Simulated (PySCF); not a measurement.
**Pd⁺ (palladium, charge +1): UHF calculation**

Configuration: [Kr] 4d9, 2D determinant. Calculation: PySCF 2.14, in def2-TZVP with the def2 core potential (28 electrons); a scalar-relativistic core potential.

```json
{
  "Total energy": "-126.799387 hartree",
  "One-electron energy": "-220.8425 hartree",
  "Hartree (Coulomb) energy": "105.8957 hartree",
  "Exchange energy": "-11.8525 hartree",
  "⟨S²⟩": "0.7555",
  "⟨L²⟩": "6.034",
  "Sum of ⟨r⟩": "21.37 bohr",
  "Sum of ⟨r²⟩": "32.33 bohr²",
  "Traceless quadrupole moment −½Σ⟨3z² − r²⟩ along its main axis": "-0.688 e·bohr²",
  "Time after the integrals": "0.15 s of wall time on 1 thread of Neoverse-V1 (shared host)"
}
```

| shell | electrons | mean orbital energy (eV) | spread (eV) | rms radius, mean of both spins (bohr) |
| --- | --- | --- | --- | --- |
| 4s α | 1 | -118.92 | 0 | 1.02 |
| 4s β | 1 | -116.92 | 0 | 1.02 |
| 4p α | 3 | -79.467 | 1.718 | 1.12 |
| 4p β | 3 | -76.985 | 1.144 | 1.12 |
| 4d α | 5 | -21.176 | 2.020 | 1.59 |
| 4d β | 4 | -20.066 | 1.509 | 1.59 |

Energies and moments cover only the electrons outside the core potential.
